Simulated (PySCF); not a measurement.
# MS for M along group 7

HF with triple-zeta basis sets in PySCF, for the lowest determinant that a PBE0 search found; no spin–orbit coupling. De refers to high-spin ground-configuration atoms. A positive dipole means M(−)S(+).

```
 M       basis  reference  state (unpaired electrons)  Re (Å)  ωe (cm⁻¹)  De (eV)  μ (D)
Mn  def2-TZVPP       ROHF    sextet (σ ↑, π ↑↑, δ ↑↑)   2.180        463      n/a  -9.49
Tc  def2-TZVPP       ROHF    sextet (σ ↑, π ↑↑, δ ↑↑)   2.173        467      n/a  -7.90
Re  def2-TZVPP       ROHF    sextet (σ ↑, π ↑↑, δ ↑↑)   2.154        501      n/a  -6.25
```

The shortest bond is that of ReS (2.154 Å), the longest that of MnS (2.180 Å).

Down a group the atoms grow and get heavier, so bonds lengthen and wavenumbers fall; the exceptions here are the shorter bond at Re and the higher wavenumber at Re. Relativity and the filled 4f shell contract the atoms of the sixth period.

These are scalar-relativistic numbers at best; spin–orbit coupling would shift them, the dissociation energy most. UHF is strongly spin-contaminated for MnS, so the ROHF reference used there is far from stable. Hartree–Fock leaves out correlation, which carries a large part of most bond energies and some tenths to 1 eV of ionisation energies. The state is the lowest single determinant that the PBE0 search found; with open d or f shells the true ground state can be another one.
